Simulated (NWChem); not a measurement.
Molecule: CH5FOSi2; SMILES O=C([SiH2]F)[SiH3]

```xyz
10

O     -1.8039    -0.8854    -0.0027
C     -0.6576    -0.4830    -0.0001
Si     0.8610    -1.7043     0.0007
Si    -0.4248     1.4365     0.0021
F      1.1771     1.7406    -0.0032
H      1.6901    -1.4185     1.2100
H      0.3698    -3.1108     0.0109
H      1.6778    -1.4322    -1.2202
H     -1.0347     2.0156    -1.2249
H     -1.0254     2.0113     1.2357
```
Atoms are numbered in this order, from 1.

Program: NWChem. Medium grid unless said otherwise, to which SCAN and Minnesota functionals are sensitive. Structure relaxed at the PBE0/def2-SVP level.

### Question
Order these by “dipole (D)”, lowest first: r2SCAN/def2-TZVP; PBE/def2-TZVP; Hartree-Fock/def2-TZVP; CAM-B3LYP/def2-TZVP.

### Answer
PBE/def2-TZVP (0.57), r2SCAN/def2-TZVP (0.65), CAM-B3LYP/def2-TZVP (0.76), Hartree-Fock/def2-TZVP (0.96)
